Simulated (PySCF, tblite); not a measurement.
Compound: C₃H₁₂S₂Si₂.
Z-matrix (Å and degrees, GFN2-xTB geometry), rows numbered from 1:
```
C 
S   1  1.8159
Si  2  2.1443  1   98.75
S   3  2.1259  2  109.82  1   177.99
C   4  1.8473  3  101.87  2    37.30
C   5  1.5102  4  110.55  3  -171.18
Si  6  1.9044  5  111.73  4  -179.91
H   1  1.0848  2  106.70  3   178.82
H   1  1.0851  2  109.68  3   -61.87
H   1  1.0852  2  109.72  3    59.62
H   3  1.4603  2  106.85  1   -61.23
H   3  1.4516  2  109.93  1    61.25
H   5  1.0891  4  106.84  3   -49.68
H   5  1.0893  4  106.95  3    67.46
H   6  1.0914  5  109.03  4   -57.75
H   6  1.0911  5  108.94  4    58.07
H   7  1.4624  6  108.45  5  -178.40
H   7  1.4647  6  109.16  5    61.82
H   7  1.4631  6  109.37  5   -58.02
```

The calculation used PBE0/pcSseg-1 in PySCF (dipole) on a GFN2-xTB geometry, gas phase.

Take the most abundant isotopes and a rigid rotor. The values belong to one conformer with, in the numbering `[CH3:1][S:2][SiH2:3][S:4][CH2:5][CH2:6][SiH3:7]`, C1–S2–Si3–S4 178°, S2–Si3–S4–C5 37°, Si3–S4–C5–C6 -171°, S4–C5–C6–Si7 180°.

**Question.** What are A, B and C (GHz)?

**Answer.** Ia = 252.77, Ib = 1017.72, Ic = 1231.47 u·Å²; 505379 MHz·u·Å²/I gives 1999, 496.6 and 410.4 MHz, that is A = 1.9993, B = 0.4966, C = 0.4104 GHz.

**Question.** What kind of rotor is it?

**Answer.** An asymmetric top; Ray's κ = -0.892.

**Question.** Is it planar, by Δ = Ic − Ia − Ib?

**Answer.** Not planar: Δ = Ic − Ia − Ib = -39.02 u·Å². For a rigid frame Δ = −2 Σ m c², so Σ m c² = 19.51 u·Å² lies off the ab plane: 11.41 from hydrogen and 8.10 from heavier atoms. The atom farthest from that plane is 1.72 Å away.

**Question.** Give the coordinates in the principal-axis frame, origin at the centre of mass.

**Answer.** The sense of each axis is arbitrary; atoms in the order of the calculation.
```tsv
atom	mass (u)	a (Å)	b (Å)	c (Å)
C1	12.000	3.695	-1.409	0.163
S2	31.972	1.961	-1.126	-0.294
Si3	27.977	1.803	0.933	0.281
S4	31.972	-0.138	1.665	-0.181
C5	12.000	-1.198	0.202	0.205
C6	12.000	-2.615	0.436	-0.260
Si7	27.977	-3.738	-1.053	0.125
H8	1.008	3.911	-2.448	-0.061
H9	1.008	4.338	-0.759	-0.421
H10	1.008	3.829	-1.222	1.224
H11	1.008	2.063	0.993	1.717
H12	1.008	2.738	1.735	-0.488
H13	1.008	-0.749	-0.654	-0.297
H14	1.008	-1.154	0.054	1.284
H15	1.008	-3.003	1.337	0.220
H16	1.008	-2.608	0.636	-1.333
H17	1.008	-5.078	-0.767	-0.387
H18	1.008	-3.790	-1.254	1.575
H19	1.008	-3.194	-2.250	-0.516
```

**Question.** List the rotational levels J(Ka,Kc) to J = 4 (MHz).

**Answer.** Above 0(0,0):
J = 1: 1(0,1) 907, 1(1,1) 2410, 1(1,0) 2496
J = 2: 2(0,2) 2717, 2(1,2) 4137, 2(1,1) 4396, 2(2,1) 8904, 2(2,0) 8908
J = 3: 3(0,3) 5424, 3(1,3) 6727, 3(1,2) 7244, 3(2,2) 11625, 3(2,1) 11643, 3(3,1) 19357, 3(3,0) 19357
J = 4: 4(0,4) 9016, 4(1,4) 10175, 4(1,3) 11037, 4(2,3) 15250, 4(2,2) 15304, 4(3,2) 22992, 4(3,1) 22992, 4(4,1) 33806, 4(4,0) 33806
Those of J = 1 are B + C, A + C and A + B.

**Question.** Which types of transition are allowed, and where do some lines up to J = 5 fall?

**Answer.** The dipole components are |μa| = 1.10 D, |μb| = 0.73 D, |μc| = 0.92 D. The squared components, which scale the intensities, stand as 1.00 : 0.44 : 0.70 (a : b : c). Some lines, for components of 0.1 D or more:

```
type  branch         J(Ka,Kc)    MHz  lower level (cm⁻¹)
   a       Q  4(1,3) ← 4(1,4)    861               0.339
   a       R  1(0,1) ← 0(0,0)    907               0.000
   c       Q  4(1,4) ← 4(0,4)   1159               0.301
   b       Q  1(1,0) ← 1(0,1)   1589               0.030
   a       R  3(2,2) ← 2(2,1)   2721               0.297
   b       Q  5(2,3) ← 5(1,4)   4131               0.526
   b       Q  4(2,2) ← 4(1,3)   4267               0.368
   b       R  5(1,5) ← 4(0,4)   5464               0.301
   c       R  2(2,1) ← 1(1,1)   6495               0.080
   b       Q  3(3,0) ← 3(2,1)   7714               0.388
   b       Q  3(3,1) ← 3(2,2)   7731               0.388
   b       R  4(2,3) ← 3(1,2)   8006               0.242
   c       R  4(2,3) ← 3(1,3)   8523               0.224
   c       R  5(2,4) ← 4(1,4)   9602               0.339
   b       Q  4(4,0) ← 4(3,1)  10814               0.767
   c       R  4(4,0) ← 3(3,0)  14449               0.646
   c       R  4(4,1) ← 3(3,1)  14449               0.646
   c       R  5(4,1) ← 4(3,1)  15357               0.767
   b       R  5(4,1) ← 4(3,2)  15358               0.767
   c       R  5(5,1) ← 4(4,1)  18448               1.128
```

Its GFN2-xTB frequencies are all real (lowest 25 cm⁻¹). These are rigid-rotor constants of the computed structure; measured ground-state constants (B0) also hold zero-point vibration. A rigid rotor knows nothing of internal rotation, which can split or shift real lines.
